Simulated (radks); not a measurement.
Effect of the nuclear size on the lutetium ion Lu3+, [Xe] 4f14. All-electron calculation, Dirac Kohn-Sham, PBE, spin-unpolarised, spherical densities, finite nucleus; Fermi nuclear charge, rms radius 5.37 fm. Program: a radial shooting solver on a logarithmic mesh with Libxc functionals. The rms radius is varied about that value; shifts are against it.

[
 {"rms radius (fm)": "4.6934", "total energy shift (eV)": "-10.5", "density at nucleus (e/bohr^3)": "1.16e+06", "1s1/2 shift (meV)": "-4290", "2s1/2 shift (meV)": "-588", "4p1/2 shift (meV)": "-0.119", "5s1/2 shift (meV)": "-5.00", "5p1/2 shift (meV)": "0.100", "4f7/2 shift (meV)": "0.561", "6s1/2 (empty) shift (meV)": "-0.816"},
 {"rms radius (fm)": "4.9297", "total energy shift (eV)": "-6.96", "density at nucleus (e/bohr^3)": "1.142e+06", "1s1/2 shift (meV)": "-2840", "2s1/2 shift (meV)": "-389", "4p1/2 shift (meV)": "-0.079", "5s1/2 shift (meV)": "-3.31", "5p1/2 shift (meV)": "0.066", "4f7/2 shift (meV)": "0.371", "6s1/2 (empty) shift (meV)": "-0.540"},
 {"rms radius (fm)": "5.37", "total energy shift (eV)": "0", "density at nucleus (e/bohr^3)": "1.111e+06", "1s1/2 shift (meV)": "0.000", "2s1/2 shift (meV)": "0.000", "4p1/2 shift (meV)": "0.000", "5s1/2 shift (meV)": "0.000", "5p1/2 shift (meV)": "0.000", "4f7/2 shift (meV)": "0.000", "6s1/2 (empty) shift (meV)": "0.000"},
 {"rms radius (fm)": "5.8265", "total energy shift (eV)": "7.64", "density at nucleus (e/bohr^3)": "1.083e+06", "1s1/2 shift (meV)": "3110", "2s1/2 shift (meV)": "427", "4p1/2 shift (meV)": "0.089", "5s1/2 shift (meV)": "3.63", "5p1/2 shift (meV)": "-0.072", "4f7/2 shift (meV)": "-0.407", "6s1/2 (empty) shift (meV)": "0.592"},
 {"rms radius (fm)": "6.0144", "total energy shift (eV)": "10.9", "density at nucleus (e/bohr^3)": "1.072e+06", "1s1/2 shift (meV)": "4450", "2s1/2 shift (meV)": "610", "4p1/2 shift (meV)": "0.127", "5s1/2 shift (meV)": "5.18", "5p1/2 shift (meV)": "-0.103", "4f7/2 shift (meV)": "-0.582", "6s1/2 (empty) shift (meV)": "0.846"}
]

Slopes of the eigenvalues against <r^2> in GHz/fm^2, as finite differences over the two radii next to the reference (eigenvalue slopes, not the field-shift constants of lines): 1s1/2 149000, 2s1/2 20500, 4p1/2 4.20, 5s1/2 174, 5p1/2 -3.48, 4f7/2 -19.5, 6s1/2 (empty) 28.4.
